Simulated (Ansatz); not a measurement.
Two structures of SiNH$_{4}$F$_{3}$, singlet, reached by relaxing down either side of one saddle point (PBE0-D4/def2-TZVP). Energies are electronic, without zero-point energy. Ansatz 0.2.0; basis: def2-TZVPP and def2-QZVPP; cores frozen in the correlated methods. Extrapolation: Hartree–Fock as exp(−7.88 √X), correlation as X^−2.97. First:

Si1  (-0.655, -0.707, -0.269)
H2  (0.563, -1.469, -0.586)
F3  (-1.748, -1.808, -0.687)
F4  (-1.082, -0.514, 1.260)
F5  (-1.118, 0.472, -1.245)
H6  (1.437, 0.481, 1.052)
N7  (0.834, 0.815, 0.309)
H8  (0.355, 1.644, 0.643)
H9  (1.414, 1.085, -0.478)
(Å)

Second:

```
9
angstrom
Si -1.1386 0.2398 -0.4271
H 2.2419 -1.9743 1.2639
F -1.0548 -0.9338 -1.4721
F -1.8057 -0.2642 0.9062
F -2.1424 1.2919 -1.0402
H 1.8031 -1.4424 0.9756
N 0.4027 0.8049 -0.0995
H 0.6036 1.3561 0.7173
H 1.0903 0.9220 -0.8240
```

Which bonds change from the first to the second?

SiHF₃ ([F][SiH]([F])[F]) + NH₃ → SiNH₂F₃ ([NH2][Si]([F])([F])[F]) + H₂; bonds formed: H2–H6; dative contacts that become bonds: Si1–N7; bonds broken: Si1–H2, H6–N7.

Give the saddle point's structure and its height above each. (To be estimated.)

The calculation gives: 1.995 eV above the first and 2.276 eV above the second (CCSD(T) at an estimated basis limit (MP2 extrapolated from triple and quadruple zeta, plus CCSD(T) − MP2 in triple zeta)).
Si1  (-0.647, -0.368, -0.101)
H2  (0.644, -1.341, 0.581)
F3  (-0.606, -1.383, -1.320)
F4  (-1.419, -0.658, 1.256)
F5  (-1.698, 0.677, -0.727)
H6  (1.108, -0.367, 0.453)
N7  (0.779, 0.776, 0.027)
H8  (0.679, 1.547, 0.680)
H9  (1.161, 1.117, -0.849)
(Å)

T1 diagnostic: at most 0.012.

Labels in which every atom is bracketed show which atoms are joined, not bond orders.

For scale, one of the runs: CCSD(T)/def2-TZVPP, 222 basis functions (an equivalent command: `ansatz run in.yaml --threads 4`). Hardware: 4 CPU threads, shared host. Wall time 2.1 min; peak host memory 3.8 GiB.
